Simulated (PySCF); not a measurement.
Electron correlation in Sb⁺ (antimony, charge +1)

[Kr] 4d10 5s2 5p2, high-spin 3P determinant. Computed with PySCF 2.14 in def2-TZVP with the def2 core potential (28 electrons) (6s5p3d2f, 50 functions), with a scalar-relativistic core potential. Frozen: 4s2 4p6 4d10; 4 electrons correlated.

MP2 pair energies summed by pair of shells (mhartree):

```csv
pair,energy,share (%)
5s-5p,-27.99,61.4
5s-5s,-13.20,29.0
5p-5p,-4.37,9.6
```

Total MP2 correlation energy: -45.56 mhartree.

Same-spin part -7.54 and opposite-spin part -38.02 mhartree; SCS-MP2 scales them by 1/3 and 6/5 to -48.14 mhartree.

```json
{"level": "CCSD", "correlation energy (mhartree)": "-58.76"}
{"level": "(T)", "correlation energy (mhartree)": "-1.38"}
{"level": "CCSD(T)", "correlation energy (mhartree)": "-60.14"}
```

Diagnostics: T1 = 0.0074, D1 = 0.0200, largest double amplitude 0.091.

Question: Is a single reference adequate?

Answer: Mostly. T1 lies below 0.03, but a double amplitude of this size points to a near-degeneracy that CCSD handles and MP2 describes poorly.
